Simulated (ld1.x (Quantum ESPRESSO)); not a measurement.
## Configuration tests for C (PAW)

```json
{
 "Element": "C",
 "Generator": "ld1.x (Quantum ESPRESSO) 7.5",
 "Type": "PAW",
 "Functional": "LDA (PZ)",
 "Relativity": "scalar-relativistic",
 "Frozen core": "[He]",
 "Valence charge": "4",
 "Reference configuration": "2s2 2p1 (charge +1)",
 "Partial waves": "2s (bound): rcut 1.20, rcutus 1.45 bohr; 2s channel at 1 Ry: rcut 1.20, rcutus 1.45 bohr; 2p (bound): rcut 1.85, rcutus 2.50 bohr; 2p channel at -0.6 Ry: rcut 1.85, rcutus 2.50 bohr",
 "Local potential": "all-electron potential smoothed inside 1.65 bohr (lloc = -1)",
 "Core correction": "Bessel-smoothed model core inside 1.10 bohr",
 "Augmentation charge": "PSQ, inside the norm-conserving radii"
}
```

Energies are relative to the spin-unpolarised reference configuration 2s2 2p1; without spin polarisation the order of configurations can differ from experiment. Spin-polarised rows fill each open shell by Hund’s rule, majority spin first.

| valence configuration | charge | ΔE all-electron (eV) | error AE − PS (meV) |
| --- | --- | --- | --- |
| 2s2 2p2 | 0 | -10.988 | -5.1 |
| 2s2 2p0 | +2 | 24.259 | -1.8 |
| 2s1 2p0 | +3 | 72.229 | -14 |
| 2s1 2p3 | 0 | -2.746 | -7.8 |
| 2s1 2p2 | +1 | 8.494 | -0.6 |
| 2s2 2p1.5 | +0.5 | -6.959 | -1.7 |
| 2s0 2p4 | 0 | 5.529 | -11 |

**Question.** What are ΔE and the potential's error for 2s2 2p1 (spin-polarised)?

**Answer.** ΔE = -0.397 eV all-electron; the error (AE − PS) is -0.6 meV.

**Question.** What are ΔE and the potential's error for 2s2 2p2 (spin-polarised)?

**Answer.** ΔE = -12.116 eV all-electron; the error (AE − PS) is -6.7 meV.
